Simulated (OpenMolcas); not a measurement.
# Computed transition rates of F+

```yaml
Program: OpenMolcas 26.06
Method: "SS-RASPT2, IPEA 0.25 Eh, imaginary shift 0.1 Eh (closed shells correlated: 1s 2s)"
Basis: ANO-R3 [4s4p2d1f]
Scalar_Hamiltonian: X2C, finite nucleus
Active_space: 4 electrons in 9 orbitals (RAS2 2p; RAS3 3s 3d, at most 1 electron)
State_averaging: 2S+1 = 3 even, 3 roots; 2S+1 = 1 even, 6 roots; 2S+1 = 5 odd, 1 root; 2S+1 = 3 odd, 9 roots; 2S+1 = 1 odd, 8 roots
Spin-orbit_coupling: state interaction with AMFI integrals over the reference wave functions, term energies averaged over their components
```

Rates come from the transition moments of the reference wave functions (E1 and E2 in the length form). At fixed line strength A goes as λ^-3 for E1 and M1 and as λ^-5 for E2, so a rate at the computed wavelength can be rescaled to the measured one. Measured vacuum wavelengths follow from level energies in NIST Handbook of Basic Atomic Spectroscopic Data. Branching counts decays inside the model space alone, at computed energies, and the table is only a selection of the E2 and M1 lines, drawn from those between levels with measured partners whose computed energy lies within a factor of 1.5 of the measured one.

```json
{"Upper": "2s² 2p⁴ ³P₀", "Lower": "2s² 2p⁴ ³P₁", "Type": "M1", "λ computed (nm)": "64830", "λ measured (nm)": "67320", "A computed (s-1)": "1.99e-04", "A rescaled (s-1)": "1.78e-04", "Branching %": "100.0"}
{"Upper": "2s² 2p⁴ ³P₁", "Lower": "2s² 2p⁴ ³P₂", "Type": "M1", "λ computed (nm)": "31360", "λ measured (nm)": "29310", "A computed (s-1)": "7.32e-04", "A rescaled (s-1)": "8.97e-04", "Branching %": "100.0"}
{"Upper": "2s² 2p⁴ ¹D₂", "Lower": "2s² 2p⁴ ³P₁", "Type": "M1", "λ computed (nm)": "482.8", "λ measured (nm)": "487", "A computed (s-1)": "1.35e-02", "A rescaled (s-1)": "", "Branching %": "24.1"}
{"Upper": "2s² 2p⁴ ¹D₂", "Lower": "2s² 2p⁴ ³P₂", "Type": "M1", "λ computed (nm)": "475.5", "λ measured (nm)": "479.1", "A computed (s-1)": "4.24e-02", "A rescaled (s-1)": "", "Branching %": "75.7"}
{"Upper": "2s² 2p⁴ ¹S₀", "Lower": "2s² 2p⁴ ¹D₂", "Type": "E2", "λ computed (nm)": "343.7", "λ measured (nm)": "415.9", "A computed (s-1)": "5.59e+00", "A rescaled (s-1)": "2.15e+00", "Branching %": "91.2"}
{"Upper": "2s² 2p⁴ ¹S₀", "Lower": "2s² 2p⁴ ³P₁", "Type": "M1", "λ computed (nm)": "200.8", "λ measured (nm)": "224.3", "A computed (s-1)": "5.39e-01", "A rescaled (s-1)": "", "Branching %": "8.8"}
```

Spin-changing lines and M1 lines between different terms are not rescaled, since their strength hangs on the term gaps too.

The largest correction is for 2s² 2p⁴ ¹S₀ → 2s² 2p⁴ ¹D₂ (E2): 5.59e+00 × (343.7 / 415.9)^5 = 2.15e+00 s-1, a factor of 0.39.

The computed rate and branching of 2s² 2p⁴ ³P₁ → 2s² 2p⁴ ³P₂ give the upper level a radiative lifetime of 1.000 / 7.32e-04 s-1 = 1.37e+03 s, counting decays inside the model space alone. The rescaled rate gives about 1.1e+03 s.

No measured rate stands beside these. Rescaling mends the energy factor alone: line strengths can still be far off where a level mixes with configurations outside the active space, and weak or spin-changing lines hang on small mixing coefficients that depend on the term gaps too, so rescaling need not improve them.

Term energies are means over components that CASPT2 splits; among the terms shown or strongly mixed into the levels shown the widest spread is 52 cm-1 (2s² 2p⁴ ¹D). Over all roots computed the reference weight is 0.88 to 0.98; the roots of lowest weight are the least certain, and an intruder state may touch them. With the s shell closed, the reference lacks s² → p² mixing. Computed and measured levels are paired by configuration, term and J; levels that our copy of the source lacks, or whose pairing is in doubt (as where it misses far off the trend of its configuration), stay unpaired. Only configurations of the active space appear.
